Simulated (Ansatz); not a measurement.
Bond stretch in SMILES CCO[SiH](C)OCC. The Si1–H22 bond (Si1 also carries C, O, O; H22 carries nothing else) is varied alone, starting from the PBE0/def2-SVP optimised geometry. Each curve is given relative to its own lowest point near equilibrium.

| R / Å | A | B | C |
|---|---|---|---|
| 1.24 | 32.2 | 29.8 | 29.8 |
| 1.31 | 15.4 | 13.7 | 13.7 |
| 1.41 | 3.0 | 2.2 | 2.2 |
| 1.43 | 1.8 | 1.2 | 1.2 |
| 1.49 | 0.0 | 0.0 | 0.0 |
| 1.55 | 0.6 | 1.2 | 1.2 |
| 1.60 | 2.5 | 3.6 | 3.6 |
| 1.68 | 7.6 | 9.3 | 9.3 |
| 1.81 | 19.2 | 22.0 | 22.0 |
| 1.94 | 33.0 | 36.9 | 36.9 |
| 2.19 | 61.1 | 66.9 | 66.9 |
| 2.46 | 89.2 | 96.9 | 96.9 |
| 2.76 | 115.6 | 125.3 | 124.2 |
| 3.14 | 141.4 | 153.5 | 142.7 |
| 3.66 | 165.6 | 180.6 | 153.1 |
| 4.30 | 183.0 | 201.4 | 157.0 |

Energies in mEh.

### Question
Which curve belongs to which method? The methods are restricted B3LYP/def2-SVP (Ansatz, a first-principles code); restricted PBE/def2-SVP (Ansatz); unrestricted B3LYP/def2-SVP run with Ansatz.

### Answer
A is RKS-PBE; B is RKS-B3LYP; C is UKS-B3LYP.

The restricted form behind RKS-B3LYP, RKS-PBE keeps the bonding electrons paired and can't separate into open-shell fragments. The unrestricted determinant behind UKS-B3LYP is spin-contaminated at 2.76 to 4.30 Å (<S²> up to 1.0, against 0.00 for a pure singlet).
